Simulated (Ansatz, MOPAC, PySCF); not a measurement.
Lewis adduct: BH3 (SMILES B) (first 4 atoms) with PH3 (SMILES P); geometry from B3LYP-D3(BJ)/def2-TZVP, rigid monomers moved along the line of their centres of mass till B1···P5 is 3.47 Å.
(charge 0, multiplicity 1):
```xyz
8

B     -0.0303    -0.0774     0.6721
H      1.0967    -0.4211     0.4177
H     -0.8416    -0.9688     0.6552
H     -0.3837     0.9320     0.1159
P      0.1222     0.8358     4.0199
H     -1.0579     1.2936     4.6330
H      0.5131    -0.1414     4.9527
H      0.9982     1.8752     4.3806
```

Counterpoise-corrected where a basis set is named; no monomer relaxation. Rows marked so take none.

Correlated levels freeze the cores. CBS(a, b) extrapolates the correlation energy as X⁻³ and adds the Hartree–Fock energy of set b. Rows in 6-311+G**, 6-31G*, STO-3G carry no dispersion term and start afresh at each structure (6-31G* with six Cartesian d functions). MP2/6-31G* freezes PySCF's default core. The state that AM1, PM7 reach isn't checked; PM7 holds dispersion and hydrogen-bond terms.

Codes used: Ansatz (Gaussian basis) for Hartree–Fock, density functionals and correlated methods; MOPAC for AM1, PM7 (differences of heats of formation); PySCF for 6-311+G** rows, 6-31G* rows, STO-3G rows, the dispersion terms. Values without a source in brackets are computed.

Other levels give for the interaction energy: PBE/def2-TZVPPD -5.97; B3LYP/def2-TZVPPD -4.73; B3LYP-D3(BJ)/def2-TZVPPD -5.80; wB97M-V/def2-TZVPPD -5.34; CCSD(T)/CBS(aug-cc-pV(D+d)Z, aug-cc-pV(T+d)Z) -4.95 kcal/mol.

Question: What do these common cheap choices give for the same quantity: AM1, PM7, HF/STO-3G (no counterpoise), BP86/6-31G* (no counterpoise), B3LYP/6-31G*, B3LYP/6-311+G** (no counterpoise), M06-2X/6-31G* (no counterpoise), MP2/6-31G* (no counterpoise)?

Answer: AM1 -1.14; PM7 -3.79; HF/STO-3G (no counterpoise) -4.04; BP86/6-31G* (no counterpoise) -5.68; B3LYP/6-31G* -5.07; B3LYP/6-311+G** (no counterpoise) -5.13; M06-2X/6-31G* (no counterpoise) -6.03; MP2/6-31G* (no counterpoise) -5.37 kcal/mol. They span -6.03 to -1.14 kcal/mol.

Ansatz is a quantum-chemistry and plane-wave program.
